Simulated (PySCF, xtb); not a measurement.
Cl3H3OSi2, SMILES O([SiH](Cl)Cl)[SiH2]Cl.

GFN2-xTB (xtb) at its own geometry gives an orbital gap of 5.98 eV and a dipole moment of 0.92 D.

Coordinates come from a B3LYP-D3(BJ)/def2-SVP optimisation. This is a generated structure with no PubChem entry under its InChIKey; it may be hypothetical. Other conformers were not sampled.

What does PySCF with PBE/def2-TZVP give? (Estimate from the structure and the level; the computed values follow.)

gap 6.73 eV (levels -7.72 and -0.99 eV), dipole 0.89 D.
